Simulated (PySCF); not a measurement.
SMILES Cl/C=C/Cl (C2H2Cl2), PBE0/def2-SVP optimised geometry. Atoms within 1.6 Å of the plane z = 0.6 Å (x, y, z in Å): Cl1 (-0.37, 2.12, 0.00), C2 (0.36, 0.56, 0.00), C3 (-0.36, -0.56, 0.00), Cl4 (0.37, -2.12, 0.00), H5 (1.46, 0.56, 0.00), H6 (-1.46, -0.56, 0.00).

Calculation: PySCF 2.14.0 with PBE0/def2-TZVP.

Map of the Laplacian of the electron density (e/bohr⁵) on the plane z = 0.6 Å:

```
|%%%%%%%%%%%%%%%%%%%%%%%%%%%%%|
|%%%%%%%%%%%%%%%%%%%%%%%%%%%%%|
|%%%%%%%%%%%%%%%%%%%%%%%%%%%%%|
|%%%%%%%%%%%%%%%%%%%%%%%%%%%%%|
|%%%%%%%%%%%%@@@%%%%%%%%%%%%%%|
|%%%%%%%%%%%@@@@@%%%%%%%%%%%%%|
|%%%%%%%%%%@@#+#@@%%%%%%%%%%%%|
|%%%%%%%%%%@%. -@@%%%%%%%%%%%%|
|%%%%%%%%%%@%::+@@%%%%%%%%%%%%|
|%%%%%%%%%%@@%#@@@%%%%%%%%%%%%|
|%%%%%%%%%%%@@@@@@@%%%%%%%%%%%|
|%%%%%%%%%%%%@@@@@@@@%%%%%%%%%|
|%%%%%%%%%%%%@@@%%@@@%%%%%%%%%|
|%%%%%%%%%%%@@@%#@@@@%%%%%%%%%|
|%%%%%%%%%%@@@@%@@@@%%%%%%%%%%|
|%%%%%%%%%@@@@#%@@@%%%%%%%%%%%|
|%%%%%%%%%@@@%%@@@%%%%%%%%%%%%|
|%%%%%%%%%@@@@@@@@%%%%%%%%%%%%|
|%%%%%%%%%%%@@@@@@@%%%%%%%%%%%|
|%%%%%%%%%%%%@@@#%@@%%%%%%%%%%|
|%%%%%%%%%%%%@@+::%@%%%%%%%%%%|
|%%%%%%%%%%%%@@- .%@%%%%%%%%%%|
|%%%%%%%%%%%%@@#+#@@%%%%%%%%%%|
|%%%%%%%%%%%%%@@@@@%%%%%%%%%%%|
|%%%%%%%%%%%%%%@@@%%%%%%%%%%%%|
|%%%%%%%%%%%%%%%%%%%%%%%%%%%%%|
|%%%%%%%%%%%%%%%%%%%%%%%%%%%%%|
|%%%%%%%%%%%%%%%%%%%%%%%%%%%%%|
|%%%%%%%%%%%%%%%%%%%%%%%%%%%%%|
```
Scale: ten equal steps from -0.780 (start of ' ') to 0.159 (end of '@'), in the order ' .:-=+*#%@'; x runs from -4.50 to 4.50, y from -4.50 (bottom) to 4.50 (top).
